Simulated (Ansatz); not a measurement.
The same molecule with X = O, Se, Te. Ansatz, PBE0-D4/def2-TZVP geometries, multiplicity 1. Each molecule was computed in one conformer, which needn't be the lowest.

Elements past krypton have def2 core potentials. Scalar relativity is left out up to krypton.

| X | molecule | mean X–Ga bond length / Å | mean X–H bond length / Å | size of the dipole moment (B3LYP/def2-TZVPP) / D | HOMO–LUMO gap (B3LYP/def2-TZVPP) / eV | size of the dipole moment (ωB97M-V/def2-TZVPP) / D |
| --- | --- | --- | --- | --- | --- | --- |
| O | `[CH3][Ga]([CH3])[OH]` | 1.800 | 0.959 | 1.82 | 7.00 | 1.84 |
| Se | `[CH3][Ga]([CH3])[SeH]` | 2.343 | 1.468 | 1.86 | 5.76 | 1.95 |

Problem. Give the row for X = Te, `[CH3][Ga]([CH3])[TeH]`. (Estimate.)

Solution. Ansatz gave: 
```
 X                 molecule  mean X–Ga bond length / Å  mean X–H bond length / Å  size of the dipole moment (B3LYP/def2-TZVPP) / D  HOMO–LUMO gap (B3LYP/def2-TZVPP) / eV  size of the dipole moment (ωB97M-V/def2-TZVPP) / D
Te  `[CH3][Ga]([CH3])[TeH]`                      2.537                     1.658                                              1.67                                   5.14                                                1.80
```

From O to Te the mean X–Ga bond length rises at each step, by 0.737 Å in all; the mean X–H bond length rises at each step, by 0.699 Å in all; the HOMO–LUMO gap (B3LYP/def2-TZVPP) falls at each step, by 1.86 eV in all. Bonds lengthen as the atom grows down the group. Dipoles are sizes alone, and their direction can turn along the series.

B3LYP here is the variant with VWN-RPA as its local correlation; programs differ in this.

Spin–orbit coupling is left out; it splits and shifts lone-pair levels of the heavy atoms by tenths of an eV.
